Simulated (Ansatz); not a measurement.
A nudged elastic band was laid between two geometries of C₂H₉BClN (14 atoms, charge 0, multiplicity 1).

Level of theory: Ansatz, RKS r2SCAN/def2-SVP.

```json
{
 "movable images": "6",
 "climbing image": "no",
 "spring": "5.0 eV/Å²",
 "optimiser": "quadratic models (default)",
 "start path": "through a guess of the saddle point",
 "force threshold": "0.05 eV/Å",
 "iteration limit": "60",
 "end points": "relaxed"
}
```

Image 0:

```xyz
14
Properties=species:S:1:pos:R:3
B 0.026 0.249 0.150
Cl 0.041 -0.638 1.831
C 1.376 -0.013 -0.675
H 1.431 -1.073 -0.974
H 1.423 0.578 -1.610
H 2.293 0.196 -0.096
C -1.359 0.029 -0.627
H -1.458 -1.029 -0.921
H -2.249 0.267 -0.017
H -1.420 0.620 -1.561
N 0.058 1.830 0.643
H 0.897 2.005 1.202
H 0.051 2.478 -0.149
H -0.754 2.027 1.235
```

Image 7:

```xyz
14
Properties=species:S:1:pos:R:3
B 0.061 0.753 -0.423
Cl -0.223 -0.379 2.847
C 1.410 0.057 -0.846
H 1.367 -1.029 -0.649
H 1.555 0.154 -1.937
H 2.309 0.457 -0.350
C -1.336 0.236 -0.938
H -1.553 -0.740 -0.465
H -2.184 0.904 -0.713
H -1.325 0.045 -2.024
N 0.102 1.840 0.493
H 0.974 2.264 0.795
H -0.714 2.405 0.708
H -0.085 0.562 1.936
```

**Question.** What changes between the two ends?

**Answer.** Bonds broken: B1–Cl2, N11–H14. Bonds formed: Cl2–H14. C2H9BClN becomes C2H8BN + ClH.

**Question.** Give the energies along the band, and the barrier.

**Answer.** The run converged. The highest image is number 4 of 0 to 7, 16.1 kcal/mol above the first end and 5.1 kcal/mol above the last; the last end lies 11.0 kcal/mol above the first. No image climbed, so the highest image needn't sit at the top of the path. The orbitals stay closed-shell, which can raise the energy where a bond breaks towards radicals; this wasn't checked here.

```json
{"image": "0", "path coordinate (Å)": "0.00", "energy (kcal/mol)": "0.0", "B1–Cl2 (Å)": "1.90", "N11–H14 (Å)": "1.02", "Cl2–H14 (Å)": "2.84"}
{"image": "1", "path coordinate (Å)": "0.74", "energy (kcal/mol)": "0.8", "B1–Cl2 (Å)": "1.90", "N11–H14 (Å)": "1.02", "Cl2–H14 (Å)": "2.62"}
{"image": "2", "path coordinate (Å)": "1.49", "energy (kcal/mol)": "2.0", "B1–Cl2 (Å)": "1.92", "N11–H14 (Å)": "1.02", "Cl2–H14 (Å)": "2.46"}
{"image": "3", "path coordinate (Å)": "2.23", "energy (kcal/mol)": "14.9", "B1–Cl2 (Å)": "2.28", "N11–H14 (Å)": "1.09", "Cl2–H14 (Å)": "1.86"}
{"image": "4", "path coordinate (Å)": "2.98", "energy (kcal/mol)": "16.1", "B1–Cl2 (Å)": "2.85", "N11–H14 (Å)": "1.67", "Cl2–H14 (Å)": "1.37"}
{"image": "5", "path coordinate (Å)": "3.72", "energy (kcal/mol)": "11.9", "B1–Cl2 (Å)": "3.34", "N11–H14 (Å)": "1.89", "Cl2–H14 (Å)": "1.32"}
{"image": "6", "path coordinate (Å)": "4.47", "energy (kcal/mol)": "11.2", "B1–Cl2 (Å)": "3.48", "N11–H14 (Å)": "1.92", "Cl2–H14 (Å)": "1.32"}
{"image": "7", "path coordinate (Å)": "5.21", "energy (kcal/mol)": "11.0", "B1–Cl2 (Å)": "3.47", "N11–H14 (Å)": "1.94", "Cl2–H14 (Å)": "1.32"}
```

**Question.** What is the geometry of the highest image?

**Answer.** 
```xyz
14
Properties=species:S:1:pos:R:3:forces:R:3
B 0.041 0.622 -0.327 0.01 0.18 -0.23
Cl -0.143 -0.241 2.383 -0.01 0.12 0.38
C 1.415 -0.070 -0.657 0.00 0.00 -0.05
H 1.322 -1.122 -0.963 -0.02 0.01 0.01
H 1.874 0.481 -1.499 0.06 -0.03 -0.04
H 2.130 -0.022 0.182 -0.02 0.05 -0.02
C -1.375 0.105 -0.783 0.01 0.01 -0.03
H -1.393 -0.962 -1.049 0.02 0.01 0.01
H -2.160 0.285 -0.031 0.03 0.03 -0.02
H -1.664 0.675 -1.686 -0.05 -0.02 -0.06
N 0.091 1.905 0.345 0.01 0.02 -0.16
H 0.968 2.410 0.443 0.00 0.02 0.01
H -0.718 2.518 0.363 0.00 0.01 0.02
H -0.032 0.943 1.711 -0.04 -0.40 0.16
```

The band took 15 iterations and roughly 11 core-minutes.

Run time: 2.9 min on 4 threads of Arm Neoverse V2, with other jobs on the host, peak memory 0.2 GiB.
